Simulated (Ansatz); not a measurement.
C2H9NOSi can be A, `OCCN[SiH3]`, or B, `CO[SiH](C)N`.

Computed with Ansatz on PBE0-D4/def2-TZVP structures; ΔE is electronic, products minus reactants. CCSD(T)/CBS is the MP2 limit (def2-TZVPP, def2-QZVPP) plus CCSD(T) − MP2 in def2-TZVPP, frozen cores. Functionals use def2-TZVPP. B3LYP here is the variant with VWN-RPA as its local correlation; programs differ in this. Each species was taken in one conformer, which may not be the lowest.

Which is lower in electronic energy at CCSD(T)/CBS, and by how much? (Estimate.)

Ansatz gave: B, by 217.0 kJ/mol.

Give E(B) − E(A) in kJ/mol with B3LYP-D4, PBE0-D4, PBE-D4, CCSD(T)/def2-TZVPP, HF/def2-TZVPP, MP2/def2-TZVPP, CCSD/def2-TZVPP. (An estimate is asked.)

The calculation gave: B3LYP-D4 -216.1, PBE0-D4 -208.7, PBE-D4 -204.6, CCSD(T)/def2-TZVPP -212.3, HF/def2-TZVPP -216.4, MP2/def2-TZVPP -219.7, CCSD/def2-TZVPP -213.2. None reverses the order clearly.

Largest T1 diagnostic: 0.010.

From PBE to PBE0 (25 % exact exchange), in def2-TZVPP and without D4, E(B) − E(A) moves by −4.2 kJ/mol.
